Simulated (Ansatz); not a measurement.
The cluster B2O3⁺. Total charge 1; doublet. Geometry PBE-D4/def2-SVP, that of the neutral singlet; atoms count from 1.

```
atom   x (Å)   y (Å)   z (Å)
  B1   0.124  -1.038   0.803
  B2  -0.123   1.041  -0.799
  O3  -0.241   1.993  -1.553
  O4   0.006   0.014   0.017
  O5   0.234  -2.009   1.532
```

The structure comes from a short search, and lower isomers may exist.

(1) Estimate the Mulliken populations from the PBE0/def2-TZVP orbitals of Ansatz.

(2) Where does the spin sit?

(3) And the Mayer bond orders between bonded heavy atoms (over 0.3)?

Answers

(1) 
```tsv
atom	charge (e)	spin (α − β)
B1	0.53	-0.07
B2	0.53	-0.07
O3	0.06	0.50
O4	-0.17	0.14
O5	0.06	0.50
```
Mulliken values and Mayer orders depend strongly on the basis.

(2) Summed by element: B -0.13, O 1.13, of 1 unpaired in all. Largest on single atoms: O3 0.50, O5 0.50, O4 0.14.

(3) B1–O4 1.29 (1.32 Å); B1–O5 1.91 (1.22 Å); B2–O3 1.91 (1.22 Å); B2–O4 1.29 (1.32 Å).
